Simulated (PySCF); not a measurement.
## B²⁺: ionisation energy

B²⁺ [He] 2s1 (2S) → B³⁺ 1s2 (1S), as a difference of total energies. Computed with PySCF 2.14 in aug-cc-pVQZ (6s5p4d3f2g, 80 functions), with the non-relativistic Hamiltonian (point nucleus). The calculations carry no spin-orbit coupling.

| method | ionisation energy (eV) | error (eV) |
| --- | --- | --- |
| UHF | 37.818 | -0.113 |
| LDA | 37.893 | -0.038 |
| PBE | 38.284 | +0.353 |
| PBE0 | 38.226 | +0.295 |
| r2SCAN | 37.849 | -0.082 |
| B3LYP | 38.474 | +0.543 |
| wB97X-V | 38.064 | +0.133 |
| CAM-B3LYP | 38.454 | +0.523 |
| M06 | 37.646 | -0.285 |

Reference: 37.931 eV (measured; NIST Atomic Spectra Database, ionization energies).
